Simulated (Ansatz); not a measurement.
The cluster Ge₅H₇⁺ (the lowest singlet isomer of a short search), 12 atoms. Hardware: 4 threads of Intel Xeon Platinum 8259CL on a shared host.

Correlated methods freeze 45 core orbitals; core or outer-core shells of Ge are correlated, in sets that lack core-valence functions.

Task: How many basis functions does each of these Ansatz runs have, and roughly what does it cost? r2SCANh-D4/def2-TZVP, charge 0 doublet at the geometry of the charge 1 singlet, energy, from earlier orbitals; PBE-D4/def2-TZVP, charge 1 triplet at the geometry of the charge 1 singlet, energy, from earlier orbitals; ωB97X-V/def2-TZVP, charge 1 singlet, energy, from earlier orbitals; PBE-D4/def2-TZVP, charge 0 doublet at the geometry of the charge 1 singlet, energy, from earlier orbitals; MP2/def2-TZVP, charge 1 singlet, energy, from earlier orbitals; PBE-D4/def2-TZVP, charge 1 singlet, energy, from earlier orbitals; r2SCANh-D4/def2-TZVP, charge 1 singlet, energy, from earlier orbitals; r2SCAN-D4/def2-SVP, charge 1 singlet, relaxation, 22 steps; RPA@PBE/def2-TZVP, charge 1 singlet, energy, from earlier orbitals; PBE0-D4/def2-SVP, charge 1 singlet, energy, from earlier orbitals; PBE0-D4/def2-TZVP, charge 0 doublet at the geometry of the charge 1 singlet, energy; PBE0-D4/def2-TZVP, charge 1 triplet at the geometry of the charge 1 singlet, energy.

Result: Other jobs shared the machine, so times can vary by a factor of up to 3. A dash marks memory too small to be measured apart from the calling script's.

```json
{"run": "PBE-D4/def2-TZVP, charge 1 singlet, energy, from earlier orbitals", "functions": "282", "fitting or Cholesky vectors": "2098", "wall time": "4.5 s", "peak host memory (GiB)": "0.64"}
{"run": "PBE0-D4/def2-SVP, charge 1 singlet, energy, from earlier orbitals", "functions": "195", "fitting or Cholesky vectors": "1937", "wall time": "6.5 s", "peak host memory (GiB)": "0.77"}
{"run": "RPA@PBE/def2-TZVP, charge 1 singlet, energy, from earlier orbitals", "functions": "282", "fitting or Cholesky vectors": "1976", "wall time": "11 s", "peak host memory (GiB)": "0.96"}
{"run": "PBE-D4/def2-TZVP, charge 0 doublet at the geometry of the charge 1 singlet, energy, from earlier orbitals", "functions": "282", "fitting or Cholesky vectors": "2098", "wall time": "12 s", "peak host memory (GiB)": "0.75"}
{"run": "PBE-D4/def2-TZVP, charge 1 triplet at the geometry of the charge 1 singlet, energy, from earlier orbitals", "functions": "282", "fitting or Cholesky vectors": "2098", "wall time": "15 s", "peak host memory (GiB)": "0.76"}
{"run": "r2SCANh-D4/def2-TZVP, charge 1 singlet, energy, from earlier orbitals", "functions": "282", "fitting or Cholesky vectors": "2193", "wall time": "17 s", "peak host memory (GiB)": "1.6"}
{"run": "MP2/def2-TZVP, charge 1 singlet, energy, from earlier orbitals", "functions": "282", "fitting or Cholesky vectors": "1976", "wall time": "19 s", "peak host memory (GiB)": "1.4"}
{"run": "ωB97X-V/def2-TZVP, charge 1 singlet, energy, from earlier orbitals", "functions": "282", "fitting or Cholesky vectors": "2253", "wall time": "25 s", "peak host memory (GiB)": "1.8"}
{"run": "PBE0-D4/def2-TZVP, charge 1 triplet at the geometry of the charge 1 singlet, energy", "functions": "282", "fitting or Cholesky vectors": "1976", "wall time": "32 s", "peak host memory (GiB)": "1.9"}
{"run": "PBE0-D4/def2-TZVP, charge 0 doublet at the geometry of the charge 1 singlet, energy", "functions": "282", "fitting or Cholesky vectors": "1976", "wall time": "45 s", "peak host memory (GiB)": "1.9"}
{"run": "r2SCAN-D4/def2-SVP, charge 1 singlet, relaxation, 22 steps", "functions": "195", "fitting or Cholesky vectors": "2161", "wall time": "91 s", "peak host memory (GiB)": "–"}
{"run": "r2SCANh-D4/def2-TZVP, charge 0 doublet at the geometry of the charge 1 singlet, energy, from earlier orbitals", "functions": "282", "fitting or Cholesky vectors": "1976", "wall time": "1.7 min", "peak host memory (GiB)": "2.2"}
```
